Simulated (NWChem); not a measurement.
System meant: PbF₂, singlet; SMILES [F][Pb][F]

The following NWChem deck was run.

```
start job
memory heap 200 mb stack 900 mb global 1100 mb
geometry units angstroms noautoz
  Pb     0.000000     0.000000     0.291192
  F     -1.528028     0.000000    -1.079091
  F      1.528028     0.000000    -1.079091
end
basis spherical
  Pb library def2-svp
  F library def2-svp
end
ecp
  Pb library def2-ecp
end
dft
  xc xpbe96 cpbe96
  iterations 4
  mulliken
end
task dft energy
```

End of the output:

```
    Atom       Charge   Shell Charges
 -----------   ------   -------------------------------------------------------
    1 Pb  22    21.37   1.49  0.48  1.12  0.80  3.09  2.70  0.94  0.47  9.31  0.97
    2 F    9     9.32   1.98  1.04  0.83  3.19  2.28  0.00
    3 F    9     9.32   1.98  1.04  0.83  3.19  2.28  0.00

 center of mass
 --------------
 x =   0.00000000 y =   0.00000000 z =   0.06609533

 moments of inertia (a.u.)
 ------------------
         215.422749153349           0.000000000000           0.000000000000
           0.000000000000         532.238904473585           0.000000000000
           0.000000000000           0.000000000000         316.816155320236

     Multipole analysis of the density
     ---------------------------------

     L   x y z        total         alpha         beta         nuclear
     -   - - -        -----         -----         ----         -------
     0   0 0 0     -0.000000    -20.000000    -20.000000     40.000000

     1   1 0 0      0.000000      0.000000      0.000000      0.000000
     1   0 1 0      0.000000      0.000000      0.000000      0.000000
     1   0 0 1      1.638330     14.802246     14.802246    -27.966161

     2   2 0 0    -31.686901    -90.885175    -90.885175    150.083449
     2   1 1 0     -0.000000     -0.000000     -0.000000      0.000000
     2   1 0 1      0.000000      0.000000      0.000000      0.000000
     2   0 2 0    -24.236589    -12.118295    -12.118295      0.000000
     2   0 1 1      0.000000      0.000000      0.000000      0.000000
     2   0 0 2    -29.166121    -57.550623    -57.550623     85.935124

 ------------------------------------------------------------------------
 dft energy failed                                                                                  0
 ------------------------------------------------------------------------
 ------------------------------------------------------------------------
  current input line :
    20: task dft energy
 ------------------------------------------------------------------------
 ------------------------------------------------------------------------
 This type of error is most commonly associated with calculations not reaching convergence criteria
 ------------------------------------------------------------------------
 For more information see the NWChem manual at https://nwchemgit.github.io

0:dft energy failed:Received an Error in Communication
```

Find the fault in this run and fix the input.

Convergence was not reached. Cause: the SCF was allowed too few iterations. This input runs:
```
start job
memory heap 200 mb stack 900 mb global 1100 mb
geometry units angstroms noautoz
  Pb     0.000000     0.000000     0.291192
  F     -1.528028     0.000000    -1.079091
  F      1.528028     0.000000    -1.079091
end
basis spherical
  Pb library def2-svp
  F library def2-svp
end
ecp
  Pb library def2-ecp
end
dft
  xc xpbe96 cpbe96
  iterations 150
  mulliken
end
task dft energy
```
It converges to -392.30580 Ha (PBE/def2-SVP with def2 effective core potentials on Pb).
